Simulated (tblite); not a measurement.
Compound: FH₉OSi₅.
Atom-mapped SMILES: `[F:1][Si@@H:2]1[O:3][SiH2:4][SiH2:5][SiH2:6][SiH2:7]1` (hydrogens: H8 on Si2; H9, H10 on Si4; H11, H12 on Si5; H13, H14 on Si6; H15, H16 on Si7)

The geometry is computed with GFN2-xTB (gas phase).

Q: What internal coordinates does the optimisation give?

A: 
```
   bond  length (pm)
 F1–Si2        161.9
 Si2–O3        162.0
 O3–Si4        163.4
Si4–Si5        231.4
Si5–Si6        234.4
Si6–Si7        234.4
Si2–Si7        229.9
 Si2–H8        145.5
 Si4–H9        146.5
Si4–H10        146.6
Si5–H11        147.6
Si5–H12        147.4
Si6–H13        147.6
Si6–H14        147.5
Si7–H15        147.3
Si7–H16        147.6
```

A selection of angles:
```
      angle  degrees
  F1–Si2–O3    104.9
 F1–Si2–Si7    107.0
  F1–Si2–H8    102.8
 O3–Si2–Si7    106.8
  O3–Si2–H8    103.9
 Si7–Si2–H8    129.3
 Si2–O3–Si4    153.6
 O3–Si4–Si5    105.6
  O3–Si4–H9    101.9
 O3–Si4–H10    106.4
 Si5–Si4–H9    118.2
Si5–Si4–H10    115.0
 H9–Si4–H10    108.2
Si4–Si5–Si6    113.4
Si4–Si5–H11    110.0
Si4–Si5–H12    110.0
Si6–Si5–H11    108.7
Si6–Si5–H12    111.7
H11–Si5–H12    102.5
Si5–Si6–Si7    110.3
Si5–Si6–H13    109.6
Si5–Si6–H14    113.1
Si7–Si6–H13    109.2
Si7–Si6–H14    111.6
H13–Si6–H14    102.6
Si6–Si7–H15    114.1
Si6–Si7–H16    110.2
Si2–Si7–Si6    110.7
Si2–Si7–H15    109.7
Si2–Si7–H16    108.8
H15–Si7–H16    103.1
```

Dihedral angles: F1–Si2–O3–Si4 -55° (synclinal); Si2–O3–Si4–Si5 -52° (synclinal); O3–Si4–Si5–Si6 23° (synperiplanar); Si4–Si5–Si6–Si7 -28° (synperiplanar); Si5–Si6–Si7–Si2 33° (synclinal); F1–Si2–Si7–Si6 79° (synclinal).

Si5 (SiH2 silicon) is distorted tetrahedral (angles from 102.5° to 113.4°). Si2 (fluorine-bound silicon) has angles from 102.8° to 129.3°. The 6-membered ring Si2–O3–Si4–Si5–Si6–Si7 has internal angles of 105.6° to 153.6°; it is puckered, 0.19 Å rms from its mean plane, widest ring torsion 58°. The Si–Si distances run from 2.299 Å (Si2–Si7, drawn single) to 2.344 Å (Si6–Si7, drawn single), a spread of 0.045 Å. Si4 (oxygen-bound silicon) is distorted tetrahedral (angles from 101.9° to 118.2°). Si6 (SiH2 silicon) is distorted tetrahedral (angles from 102.6° to 113.1°). Si7 (SiH2 silicon) is distorted tetrahedral (angles from 103.1° to 114.1°).

Point group: C1 (no symmetry element, even within 0.4 Å). Its GFN2-xTB frequencies are all real (lowest 26 cm⁻¹). The numbers are those of one conformer.

Time: 3.5 s of wall time. Hardware: an Intel Xeon at 2.50 GHz with one thread, no GPU, on a shared host. These figures are those of the optimisation.
